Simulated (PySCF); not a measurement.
C3H9GeO4, charge -1, multiplicity 1.

```xyz
17

C     -0.2603     2.4997     0.6937
O      0.0733     1.7923    -0.4724
Ge     0.0246    -0.0228    -0.4340
O      0.4798    -0.8541    -1.8195
O     -1.6534    -0.2375     0.2587
C     -2.0381    -1.5273     0.6468
O      0.9905    -0.4393     1.0731
C      2.2590    -1.0183     0.9215
H     -0.0976     3.5764     0.5098
H     -1.3179     2.3507     0.9785
H      0.3633     2.1969     1.5555
H     -1.9969    -2.2474    -0.1931
H     -1.3987    -1.9223     1.4596
H     -3.0783    -1.4928     1.0167
H      2.4027    -1.8023     1.6893
H      3.0636    -0.2670     1.0547
H      2.3860    -1.4790    -0.0740
```
Charge -1, spin multiplicity 1.

Coordinates come from a B3LYP-D3(BJ)/def2-SVPD optimisation. The spin state was assumed, not searched. The isomer is the one that the SMILES or the coordinates give; other isomers of the formula were not compared. Other conformers were not sampled.

The numbers are results of PBE0/pcSseg-1 (PySCF), not measurements. Non-relativistic, no solvent.

Problem. Give the absolute GIAO shielding of each atom: isotropic value and principal components (ppm). (The exact figures need the calculation; the answer reports its results.)

Solution. 
```json
[
 {"atom": "C1", "σ(iso)": "130.8", "σ11": "103.7", "σ22": "106.8", "σ33": "182.0", "span": "78.3"},
 {"atom": "O2", "σ(iso)": "298.5", "σ11": "226.7", "σ22": "303.0", "σ33": "365.7", "span": "138.9"},
 {"atom": "Ge3", "σ(iso)": "1370.8", "σ11": "1165.1", "σ22": "1182.7", "σ33": "1764.5", "span": "599.4"},
 {"atom": "O4", "σ(iso)": "234.7", "σ11": "178.3", "σ22": "224.9", "σ33": "300.9", "span": "122.6"},
 {"atom": "O5", "σ(iso)": "305.6", "σ11": "230.3", "σ22": "311.2", "σ33": "375.2", "span": "144.9"},
 {"atom": "C6", "σ(iso)": "131.2", "σ11": "104.2", "σ22": "107.1", "σ33": "182.3", "span": "78.2"},
 {"atom": "O7", "σ(iso)": "312.5", "σ11": "242.9", "σ22": "320.9", "σ33": "373.8", "span": "130.9"},
 {"atom": "C8", "σ(iso)": "130.9", "σ11": "99.2", "σ22": "111.2", "σ33": "182.4", "span": "83.2"},
 {"atom": "H9", "σ(iso)": "28.3", "σ11": "23.6", "σ22": "25.6", "σ33": "35.6", "span": "11.9"},
 {"atom": "H10", "σ(iso)": "27.6", "σ11": "22.4", "σ22": "26.2", "σ33": "34.3", "span": "11.9"},
 {"atom": "H11", "σ(iso)": "27.6", "σ11": "22.4", "σ22": "26.2", "σ33": "34.1", "span": "11.7"},
 {"atom": "H12", "σ(iso)": "27.6", "σ11": "22.9", "σ22": "25.3", "σ33": "34.7", "span": "11.8"},
 {"atom": "H13", "σ(iso)": "27.8", "σ11": "22.5", "σ22": "26.4", "σ33": "34.4", "span": "11.8"},
 {"atom": "H14", "σ(iso)": "28.3", "σ11": "23.7", "σ22": "25.6", "σ33": "35.5", "span": "11.8"},
 {"atom": "H15", "σ(iso)": "28.2", "σ11": "23.4", "σ22": "25.6", "σ33": "35.5", "span": "12.1"},
 {"atom": "H16", "σ(iso)": "28.1", "σ11": "22.9", "σ22": "25.5", "σ33": "35.8", "span": "12.9"},
 {"atom": "H17", "σ(iso)": "26.8", "σ11": "21.5", "σ22": "26.1", "σ33": "32.9", "span": "11.5"}
]
```
